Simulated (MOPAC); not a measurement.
Input file for MOPAC: PM6 on MoS, 2S+1 = 5, a spin state set in the input, which need not be the lowest, a point of a bond scan (R = 2.250 Å).

```
PM6 1SCF PRECISE CHARGE=0 UHF MS=2 THREADS=1
MoS

Mo     0.00000000 1     0.00000000 1     0.00000000 1
S      0.00000000 1     0.00000000 1     2.24956300 1
```

Output:

```
*******************************************************************************
 **                                                                           **
 **                              MOPAC v23.2.5                                **
 **                                                                           **
 *******************************************************************************
 ** MOPAC's Digital Object Identifier: https://doi.org/10.5281/zenodo.6511958 **
 **                                                                           **
 ** Please cite the open-source release paper for use of this MOPAC version:  **
 ** J. E. Moussa and J. J. P. Stewart (2026)                                  **
 ** MOPAC: An open-source semiempirical molecular orbital program             **
 ** J. Open Source Softw., 11(119), 8025, https://doi.org/10.21105/joss.08025 **
 *******************************************************************************

                              PM6 CALCULATION RESULTS

 *******************************************************************************
 *  PM6        - The PM6 Hamiltonian to be used
 *  UHF        - UNRESTRICTED HARTREE-FOCK CALCULATION
 *
 *
 *
 *                 CHARGE ON SYSTEM = 0
 *
 *
 *
 *  MS=        - IN MECI, MAGNETIC COMPONENT OF SPIN =  2.0
 *  PRECISE    - TIGHTER CRITERIA TO BE USED
 *  1SCF       - DO 1 SCF AND THEN STOP
 *  THREADS=1  - MULTI-THREADING NOT USED
 *  T=         - A TIME OF 172800.0 SECONDS REQUESTED
 *  DUMP=N     - RESTART FILE WRITTEN EVERY 7200.0 SECONDS REQUESTED
 *******************************************************************************
PM6 1SCF PRECISE CHARGE=0 UHF MS=2 THREADS=1
 MoS

   ATOM   CHEMICAL          X               Y               Z
  NUMBER   SYMBOL      (ANGSTROMS)     (ANGSTROMS)     (ANGSTROMS)

     1      Mo          0.00000000  *   0.00000000  *   0.00000000  *
     2       S          0.00000000  *   0.00000000  *   2.24956300  *



          CARTESIAN COORDINATES

    NO.       ATOM           X           Y           Z

     1        Mo          0.0000      0.0000      0.0000
     2         S          0.0000      0.0000      2.2496

 General Reference for PM6:
 "Optimization of Parameters for Semiempirical Methods V: Modification of NDDO Approximations
 and Application to 70 Elements", J. J. P. Stewart, J. Mol. Mod., 13, 1173-1213 (2007)
 URL: https://link.springer.com/article/10.1007/s00894-007-0233-4

           Empirical Formula: Mo S  =     2 atoms



      MOLECULAR POINT GROUP   :   C*v


          UHF CALCULATION, NO. OF ALPHA ELECTRONS =    8
                           NO. OF BETA  ELECTRONS =    4

 -------------------------------------------------------------------------------
 PM6 1SCF PRECISE CHARGE=0 UHF MS=2 THREADS=1
 MoS



     1SCF WAS SPECIFIED, SO BFGS WAS NOT USED
     SCF FIELD WAS ACHIEVED


                              PM6 CALCULATION
                                                       MOPAC v23.2.5 Linux




          FINAL HEAT OF FORMATION =        112.78081 KCAL/MOL =     471.87489 KJ/MOL


          COSMO AREA              =        104.57 SQUARE ANGSTROMS
          COSMO VOLUME            =         94.90 CUBIC ANGSTROMS

          IONIZATION POTENTIAL    =          6.573005 EV
          ALPHA SOMO LUMO (EV)    =         -6.573 -0.114
          BETA  SOMO LUMO (EV)    =         -8.446  1.875
          NO. OF ALPHA ELECTRONS  =          8
          NO. OF BETA  ELECTRONS  =          4
          MOLECULAR WEIGHT        =        128.0000         POINT GROUP:  C*v

          MOLECULAR DIMENSIONS (Angstroms)

            Atom       Atom       Distance
            S     2   Mo     1     2.24956
            S     2   Mo     1     0.00000
           Mo     1    S     2     0.00000


          SCF CALCULATIONS        =          1





   ATOM   CHEMICAL          X               Y               Z
  NUMBER   SYMBOL      (ANGSTROMS)     (ANGSTROMS)     (ANGSTROMS)

     1      Mo          0.00000000  *   0.00000000  *   0.00000000  *
     2       S          0.00000000  *   0.00000000  *   2.24956300  *

                             CARTESIAN COORDINATES

   1   Mo        0.000000000     0.000000000     0.000000000
   2    S        0.000000000     0.000000000     2.249563000


           Empirical Formula: Mo S  =     2 atoms



      MOLECULAR POINT GROUP   :   C*v


          ALPHA EIGENVALUES
 -25.87945 -11.04944 -10.67667 -10.21611 -10.20022 -10.09818  -6.65764  -6.57300
  -0.11389   2.03117   2.31588   2.61927   3.38785   3.98409   4.17597   4.26482
   4.26845   4.86866


           BETA EIGENVALUES
 -27.21909  -9.00881  -8.80606  -8.44572   1.87505   2.17533   2.29409   2.70884
   2.77363   3.06856   4.19584   4.33991   4.40628   4.46213   4.62499   5.57504
   5.82435   5.99890


              NET ATOMIC CHARGES AND DIPOLE CONTRIBUTIONS

  ATOM NO.   TYPE          CHARGE      No. of ELECS.   s-Pop       p-Pop       d-Pop
    1         Mo           0.543593        5.4564     0.42510     0.04717     4.98414
    2          S          -0.543593        6.5436     1.93352     4.47504     0.13503
 DIPOLE           X         Y         Z       TOTAL
 POINT-CHG.     0.000     0.000    -5.874     5.874
 HYBRID         0.000    -0.000    -0.816     0.816
 SUM            0.000    -0.000    -6.690     6.690


          ATOMIC ORBITAL ELECTRON POPULATIONS

     Atom    s        px        py        pz      x^2-y^2     xz        z^2       yz        xy
    1 Mo   0.42510   0.01140   0.00044   0.03533   0.99925   1.14076   0.96343   0.88122   0.99948
    2  S   1.93352   1.76542   1.09375   1.61587   0.00087   0.08242   0.02663   0.02459   0.00052


                    (SZ)    =    2.000000
                    (S**2)  =    6.391369


          ATOMIC ORBITAL SPIN POPULATIONS

    Atom   Total    s     px     py     pz   x^2-y^2  xz     z^2    yz     xy
         Atomic
    1 Mo  4.2370  0.398  0.010 -0.000  0.021  0.999  0.780  0.460  0.569  0.999
    2  S -0.2370 -0.004  0.154 -0.575  0.131  0.001  0.056 -0.006  0.006  0.001

 **********************
 *                    *
 * JOB ENDED NORMALLY *
 *                    *
 **********************




 == MOPAC DONE ==
```

The run finished. Its determinant has ⟨S²⟩ = 6.39, a mixture of spin states.

Cost: roughly 0.05 core-seconds.
